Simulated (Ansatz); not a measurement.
Program: Ansatz. Geometries: PBE0-D4/def2-TZVP. ΔE: electronic, gas phase. CCSD(T)/CBS is the MP2 limit (def2-TZVPP, def2-QZVPP) plus CCSD(T) − MP2 in def2-TZVPP, frozen cores. This one scheme is used for every species. Functionals use def2-TZVPP. Open shells (•) are unrestricted, without spin–orbit coupling. def2 core potentials past Kr. For Sn outer-core shells are correlated without core-valence functions, which leaves a few kJ/mol of doubt a bond.

Consider the homolysis of the Si–Sn bond: `[SiH3][SnH3]` → `[SiH3]`• + `[SnH3]`•.

```json
{"level": "r2SCAN", "ΔE (eV)": "2.77"}
{"level": "MP2/def2-SVP", "ΔE (eV)": "2.76"}
```

What does CCSD(T)/CBS give? (Estimate.)

Ansatz gave: +3.11 eV. The listed levels differ from it by -0.34, -0.35 eV.

Largest T1 diagnostic among the species: 0.015.

In def2-TZVPP, CCSD(T) changes the Hartree–Fock value by +0.87 eV (the triples alone add +0.07 eV) and MP2 by +0.92 eV; breaking electron pairs costs correlation energy, which Hartree–Fock lacks. At CCSD(T), def2-SVP lies −0.36 eV from the extrapolated value and def2-TZVPP −0.17 eV: correlation converges slowly with the basis, and small sets miss more of it in the bonded molecule than in its fragments. From BLYP to BHLYP (50 % exact exchange), in def2-TZVPP and without D4, ΔE moves by +0.12 eV.
